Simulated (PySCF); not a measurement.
Match the calculated data to a structure.

All candidates are C6H16AlN.

| technique | computed result |
| --- | --- |
| UV, strongest line | among the 15 lowest singlet transitions: S5 at 6.73 eV (184 nm, f = 0.132) [TDDFT CAM-B3LYP/def2-SVPD] |
| 13C NMR | chemical shifts (computed TMS as zero) by class: 42.9 (2 C), 18.9 (2 C), -14.2 (2 C) ppm [GIAO B3LYP/pcSseg-1 (pcSseg-2 on Al)] |
| NMR, other nuclei | isotropic shieldings of nuclei other than C and H, by class: 147 (1 N), 311 (1 Al) ppm [GIAO B3LYP/pcSseg-1 (pcSseg-2 on Al)] |
| XPS | C1s 289.4 (×2), C1s 290.2 (×2), C1s 291.0 (×2), N1s 403.3, Al1s 1565.5 eV [ΔSCF SCAN, pcX-2 on the ionised atom, pcseg-1 elsewhere, spin-free X2C] |
| Polarisability | 108.7 au [CAM-B3LYP/def2-SVPD] |
| 1H NMR | chemical shifts (computed TMS as zero) by class: 2.88 (4 H), 0.96 (6 H), -0.42 (6 H) ppm [GIAO B3LYP/pcSseg-1 (pcSseg-2 on Al)] |
| UV, first state | lowest singlet excitation: 5.45 eV (227 nm, f = 0.021) [TDDFT CAM-B3LYP/def2-SVPD] |
| Rotational structure | rotational constants A, B, C: 1.704, 1.246, 0.829 GHz [PBE0-D3(BJ)/def2-SVP] |
| Triplet | lowest triplet excitation (Tamm–Dancoff): 4.77 eV [TDA CAM-B3LYP/def2-SVPD] |

Gas-phase values; electronic properties from PySCF, density fitting. Levels stand in brackets. One conformer (not necessarily the lowest) at the PBE0-D3(BJ)/def2-SVP geometry, without solvent, vibrations or thermal averaging. NMR values are class means; diastereotopic atoms form classes of their own.

Question: Which candidate is it?
A. `[CH3][Al@@H-]1[CH2]CC[N+]1(C)C`
B. `CC[N](CC)[Al]([CH3])[CH3]`
C. `[CH3][Al]([CH3])[NH]C(C)(C)C`

Answer: B. It is `CC[N](CC)[Al]([CH3])[CH3]`. 6 carbons fall into 3 classes; from least to most shielded: carbon bonded to C, N and 2 H (42.9 ppm, 2 C), carbon bonded to C and 3 H (18.9 ppm, 2 C), carbon bonded to Al and 3 H (-14.2 ppm, 2 C). Hydrogen classes from least to most shielded: 4 H on 2 like atoms (carbon bonded to C, N and 2 H) (2.88 ppm), 6 H on 2 like atoms (carbon bonded to C and 3 H) (0.96 ppm, a mean of values up to 1.1 ppm apart in this geometry), 6 H on 2 like atoms (carbon bonded to Al and 3 H) (-0.42 ppm). The other shieldings belong to: 147 ppm, nitrogen bonded to Al and 2 C; 311 ppm, aluminium bonded to 2 C and N. The core levels belong to: C1s 289.4 eV, carbon bonded to Al and 3 H; C1s 290.2 eV, carbon bonded to C and 3 H; C1s 291.0 eV, carbon bonded to C, N and 2 H; N1s 403.3 eV, nitrogen bonded to Al and 2 C; Al1s 1565.5 eV, aluminium bonded to 2 C and N. One atom of each topological class was ionised and stands for its class. The optimised geometry has point group C2 and is an asymmetric top.

The others, at the same levels:
- `[CH3][Al]([CH3])[NH]C(C)(C)C` fails: its computed 13C shifts are 50.0 (1 C), 37.9 (3 C), -11.7 (2 C) ppm, core binding energies are C1s 289.4 (×2), C1s 290.1 (×3), C1s 291.2, N1s 403.3, Al1s 1565.6 eV and 1H shifts are 1.97 (1 H), 1.19 (9 H), -0.44 (6 H) ppm.
- `[CH3][Al@@H-]1[CH2]CC[N+]1(C)C` fails: its computed core binding energies are C1s 288.8, C1s 288.8, C1s 290.5, C1s 291.6, C1s 291.9, C1s 292.0, N1s 406.1, Al1s 1564.7 eV, lowest singlet excitation is 6.41 eV (193 nm, f = 0.019) (against 5.45 eV) and lowest triplet excitation (Tamm–Dancoff) is 6.24 eV (against 4.77 eV).
